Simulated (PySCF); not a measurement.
Job file and geometry (Å, from GFN2-xTB) of an NMR shielding run on SMILES B[C@@H](C)C=C, C$_{4}$H$_{9}$B, GIAO PBE0/pcSseg-1 NMR shielding, non-relativistic, gas phase (PySCF); density fitting, a coarse starting grid and PySCF grid level 2 are the driver's defaults:

```
{"job": {"kind": "nmr", "xc": "PBE0", "basis": "pcSseg-1"}, "charge": 0, "multiplicity": 1}
B     -0.238828     1.423830    -0.260750
C     -0.296469     0.071971     0.539654
C     -1.579084    -0.747604     0.574915
C      0.691358    -0.435967    -0.473612
C      1.999834    -0.197956    -0.436849
H     -0.893991     1.568203    -1.219377
H      0.482490     2.275091     0.086341
H      0.156752     0.097334     1.530903
H     -2.283874    -0.304556     1.275465
H     -2.048074    -0.774633    -0.406069
H     -1.381353    -1.770979     0.893301
H      0.270610    -0.993598    -1.300294
H      2.450812     0.351524     0.372803
H      2.669139    -0.563134    -1.198597
```

**Question.** Write the output of this run.

**Answer.** 
```
coarse grid: 11016 points
cycle   1  E = -182.3184078310  dE =  3.579e-01  |g| = 3.327e-01  |ddm| = 3.097e+00
cycle   2  E = -182.3193564293  dE = -9.486e-04  |g| = 3.433e-01  |ddm| = 6.342e-01
cycle   3  E = -182.3508688591  dE = -3.151e-02  |g| = 5.328e-02  |ddm| = 3.502e-01
cycle   4  E = -182.3513724168  dE = -5.036e-04  |g| = 2.895e-02  |ddm| = 6.364e-02
cycle   5  E = -182.3515768813  dE = -2.045e-04  |g| = 6.804e-03  |ddm| = 2.606e-02
cycle   6  E = -182.3515899559  dE = -1.307e-05  |g| = 1.357e-03  |ddm| = 6.710e-03
cycle   7  E = -182.3515904123  dE = -4.563e-07  |g| = 1.599e-04  |ddm| = 1.465e-03
final grid: 104392 points
cycle   8  E = -182.3814229966  dE = -3.258e-05  |g| = 7.401e-03  |ddm| = 2.493e-02
cycle   9  E = -182.3814197480  dE =  3.249e-06  |g| = 8.260e-03  |ddm| = 1.397e-02
cycle  10  E = -182.3814378061  dE = -1.806e-05  |g| = 1.027e-03  |ddm| = 7.681e-03
cycle  11  E = -182.3814380599  dE = -2.538e-07  |g| = 2.549e-04  |ddm| = 9.579e-04
cycle  12  E = -182.3814380758  dE = -1.587e-08  |g| = 7.413e-05  |ddm| = 2.454e-04
cycle  13  E = -182.3814380774  dE = -1.655e-09  |g| = 1.130e-05  |ddm| = 8.175e-05
cycle  14  E = -182.3814380775  dE = -3.058e-11  |g| = 3.101e-06  |ddm| = 1.726e-05
converged SCF energy = -182.3814380775

GIAO shielding tensors (ppm)
atom      isotropic    diamagn.    paramagn.     s11        s22        s33       span
  0 B       58.683     194.362    -135.680     17.468     28.823    129.757    112.289
  1 C      143.066     249.701    -106.635    114.136    138.774    176.286     62.149
  2 C      166.459     245.543     -79.084    151.720    161.967    185.690     33.970
  3 C       58.310     259.649    -201.339    -46.749     73.057    148.622    195.371
  4 C       45.006     253.999    -208.993    -77.091     51.823    160.286    237.378
  5 H       27.034      31.009      -3.975     23.582     27.823     29.695      6.113
  6 H       26.522      31.093      -4.570     23.306     26.604     29.657      6.351
  7 H       29.019      32.822      -3.803     24.029     29.480     33.547      9.518
  8 H       30.181      28.991       1.190     25.795     27.703     37.045     11.250
  9 H       30.403      30.248       0.155     26.854     28.495     35.859      9.005
 10 H       30.071      29.557       0.514     25.844     28.084     36.285     10.440
 11 H       26.733      33.521      -6.788     24.413     27.063     28.724      4.311
 12 H       26.057      31.404      -5.347     21.689     25.443     31.040      9.351
 13 H       25.560      29.519      -3.960     21.959     24.958     29.762      7.803
```

Size and cost of the density-fitted run: 130 basis functions, 10 s wall time on 1 thread of an Arm Neoverse V1, shared host.
